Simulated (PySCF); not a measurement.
The dipole of `Cl[SiH]1OCCO1` from its density and from atomic charges.

Coordinates (PBE0-D3(BJ)/def2-SVP, Å) and charges (e) from the PBE0/pcSseg-1 density (PySCF):

```
atom      x       y      z  Mulliken      IAO  Hirshfeld  ESP-fitted
 Cl1  5.584   0.301  2.462   -0.3190  -0.3132    -0.1266     -0.1868
 Si2  3.909  -0.172  1.377   +1.0547  +1.2875    +0.4673     +0.6455
  O3  2.570  -0.195  2.365   -0.6134  -0.6407    -0.2430     -0.4296
  C4  1.604   0.725  1.885   +0.0413  -0.0676    +0.0043     +0.1104
  C5  2.331   1.738  0.987   +0.0155  -0.0712    +0.0030     +0.0911
  O6  3.411   1.054  0.370   -0.6084  -0.6391    -0.2414     -0.4244
  H7  4.189  -1.420  0.644   -0.0863  -0.1314    -0.0557     -0.0412
  H8  1.113   1.220  2.737   +0.1324  +0.1531    +0.0534     +0.0521
  H9  0.831   0.179  1.315   +0.1212  +0.1336    +0.0423     +0.0613
 H10  2.719   2.585  1.582   +0.1261  +0.1347    +0.0424     +0.0619
 H11  1.666   2.144  0.209   +0.1358  +0.1544    +0.0542     +0.0597
```

Form Σ q r in debye for every column and set it beside the full dipole.

The full density gives (-2.25, 0.63, -0.63) D, 2.42 D in size; dipole vectors point from the negative to the positive end.

```csv
scheme,μx,μy,μz,size (D),share of the full size (%),angle to the full dipole (°)
Mulliken,-3.61,0.87,-1.06,3.86,160,2
IAO,-2.22,0.19,-0.92,2.41,100,13
Hirshfeld,-1.19,0.29,-0.37,1.28,53,3
ESP-fitted,-2.30,0.62,-0.67,2.47,102,1
```

Which set comes closest?

Length of the difference vector: ESP-fitted 0.06 D, IAO 0.53 D, Hirshfeld 1.15 D, Mulliken 1.45 D. Closest: ESP-fitted. 

What is left for the Hirshfeld atoms' own dipoles?

The shares of the density sum to the whole, so what Σ q r misses lies in dipoles about the nuclei. The atomic dipoles sum to (-2.25, 0.63, -0.63) − (-1.19, 0.29, -0.37) = (-1.06, 0.34, -0.26) D, 1.15 D in size.

With the origin at the mean of the coordinates, (2.721, 0.742, 1.448) Å, which are the largest single terms, by size, of the ESP-fitted dipole along the direction of the full one?

Si2 -4.10, Cl1 +2.73, O3 +0.71, O6 +0.56, C4 +0.49 D; all 11 atoms together +2.47 D. The single terms depend on the origin, their sum doesn't.

Give the size of the full dipole in other units.

2.42 D = 0.953 au = 0.504 e·Å = 8.08 × 10⁻³⁰ C·m.

The structure is a single PBE0-D3(BJ)/def2-SVP conformer in the gas phase; no vibrational or solvent corrections.

These values come from a run that also computed NMR shieldings. Hardware: one thread, Arm Neoverse V2 (aarch64) (shared host). Cost: 15 s wall (grids of density and orbitals included), 0.76 GiB resident at most.
